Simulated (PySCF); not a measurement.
C3H8NO, SMILES C[NH+](C)C=O, charge +1.

Coordinates come from a PBE0-D3(BJ)/def2-SVP optimisation. The isomer is the one that the SMILES or the coordinates give; other isomers of the formula were not compared. One conformer was computed; it need not be the lowest.

Two levels are set side by side: TDA-PBE/def2-SVPD (PySCF) and TDA-M06-2X/def2-SVPD (PySCF). Vertical, same geometry. The lowest singlet is HOMO→LUMO 100 % with PBE and HOMO→LUMO 94 % with the other functional; states are paired by order. Differences are taken from unrounded values.

```csv
quantity,TDA-M06-2X
lowest singlet excitation (eV),4.79
lowest triplet excitation (TDA) (eV),4.25
first bright state (f over 0.05) (eV),10.16
its oscillator strength,0.10
```

Task: What does TDA-PBE give, and how far is it from TDA-M06-2X? (An estimate is asked for; the answer gives what the named calculation found.)

Result: 
```csv
quantity,TDA-PBE,TDA-PBE minus TDA-M06-2X
lowest singlet excitation (eV),4.92,0.13
lowest triplet excitation (TDA) (eV),4.25,-0.01
first bright state (f over 0.05) (eV),8.71,-1.45
its oscillator strength,0.08,-0.02
```

Rough cost on one machine, each run with all the roots and properties that it gave: TDA-M06-2X against TDA-PBE about 9 times.
